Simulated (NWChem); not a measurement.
System: C2H6Si2; SMILES C1=C[SiH2][SiH2]1

```xyz
10

C      0.6780     0.0000     1.2896
C     -0.6780     0.0000     1.2896
Si    -1.1712     0.0000    -0.5364
Si     1.1712     0.0000    -0.5364
H      1.2790     0.0000     2.2093
H     -1.2790     0.0000     2.2093
H     -1.9216     1.2095    -0.9997
H     -1.9216    -1.2095    -0.9997
H      1.9216    -1.2095    -0.9997
H      1.9216     1.2095    -0.9997
```
Atoms are numbered in this order, from 1.

Structure relaxed at the PBE0/def2-SVP level.

Task: Give the principal values of the shielding tensors (ppm) of C1, Si3 from LDA (Slater exchange, VWN5)/pcSseg-1, GIAO (NWChem), with their diamagnetic and paramagnetic parts as GIAO splits them.

Result: 
| atom | σ11 | σ22 | σ33 | isotropic | diamagnetic | paramagnetic |
|---|---|---|---|---|---|---|
| C1 | -101.0 | -28.3 | 140.6 | 3.8 | 257.8 | -254.1 |
| Si3 | 331.5 | 346.2 | 447.0 | 374.9 | 881.9 | -507.0 |
